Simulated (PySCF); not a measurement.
Atoms are numbered as in `[CH3:1][CH2:2][O:3][C:4](=[O:5])/[C:6]([Cl:7])=[CH:8]/[SiH2:9][CH3:10]`. Each H is labelled by its parent atom.

PySCF calculation with geometry: GFN2-xTB and NMR shieldings at PBE0/pcSseg-1/GIAO; no solvent, single conformer, non-relativistic, fast rotation and ring inversion assumed for equivalent nuclei.

Shifts are taken against calculated references (same method and geometry level): $^{13}$C and $^{1}$H and $^{29}$Si vs TMS; $^{17}$O against H2O; $^{35}$Cl vs HCl.

```tsv
atoms	nucleus	count	Hirshfeld charge	δ (ppm)
H(C8)	$^{1}$H	1	0.05	?
C6	$^{13}$C	1	0.00	?
C2	$^{13}$C	1	0.01	64.2
H(C10)	$^{1}$H	3	0.04	?
Si9	$^{29}$Si	1	0.33	-55.1
C1	$^{13}$C	1	-0.12	16.1
Cl7	$^{35}$Cl	1	-0.01	245
C8	$^{13}$C	1	-0.13	147.2
C4	$^{13}$C	1	0.20	167.3
O5	$^{17}$O	1	-0.24	403.5
H(C2)	$^{1}$H	2	0.05	4.53
O3	$^{17}$O	1	-0.09	216.6
C10	$^{13}$C	1	-0.21	-7.4
H(C1)	$^{1}$H	3	0.05	?
H(Si9)	$^{1}$H	2	-0.08	?
```

Q: Estimate the values marked ?.

A: 
- C6: 150.5 ppm, α carbon of a C=C–C=O unit; an sp2 carbon of a C=C bond
- H(C8): 7.66 ppm, hydrogen on a β carbon of a C=C–C=O unit; attached to an sp2 carbon and in the plane of the double bond
- H(Si9): 4.58 ppm, hydrogen on a silicon bonded to 2 C
- H(C1): 1.34 ppm, hydrogen on a methyl carbon
- H(C10): 0.30 ppm, hydrogen on a methyl carbon bonded to Si; an electropositive neighbour shields it, as in TMS itself

Carbons that carry Cl, above all several Cl atoms, come out too deshielded, partly because spin–orbit coupling is missing. Shifts are as computed. Against solution values, carbons near 30 ppm lie about +3 ppm off and those near 130 ppm about +5 ppm; carbons on Cl a further +6 ppm. Of 1211 compounds with measured shifts, 218 miss one by over three times the rms of a fit or turn the order of signals round; such compounds aren't used in these exercises. Unscaled 17O shifts of doubly bonded oxygen tend to come out too high, by tens of ppm or more. Experimental scales use liquid or dissolved standards, which lie at an offset from isolated H2O (liquid H2O: subtract about 36 ppm).
